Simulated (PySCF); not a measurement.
B(CCH)3 (C₆H₃B), SMILES C#CB(C#C)C#C. Atoms are numbered in the order given.

```xyz
10

B      0.0000     0.0000     0.0000
C     -1.5229     0.0000     0.0000
C     -2.7416     0.0000     0.0000
H     -3.8172     0.0000     0.0000
C      0.7615     1.3189     0.0000
C      1.3708     2.3743     0.0000
H      1.9086     3.3058     0.0000
C      0.7615    -1.3189     0.0000
C      1.3708    -2.3743     0.0000
H      1.9086    -3.3058     0.0000
```

Coordinates come from a PBE0-D3(BJ)/def2-SVP optimisation.

Method: ωB97X/def2-TZVP in PySCF.

Symmetry labels are those of the subgroup C2v that the program uses (full group D3h).

Computed valence orbital energies around the gap with their symmetry:
| orbital | symmetry | energy (eV) |
|---|---|---|
| HOMO−7 | B1 | -15.33 |
| HOMO−6 | A1 | -15.33 |
| HOMO−5 | B2 | -12.11 |
| HOMO−4 | B1 | -10.92 |
| HOMO−3 | A1 | -10.92 |
| HOMO−2 | A2 | -10.71 |
| HOMO−1 | B2 | -10.71 |
| HOMO | B1 | -10.43 |
| LUMO | B2 | -0.85 |
| LUMO+1 | A1 | 2.50 |
| LUMO+2 | B1 | 2.50 |
| LUMO+3 | A1 | 3.19 |
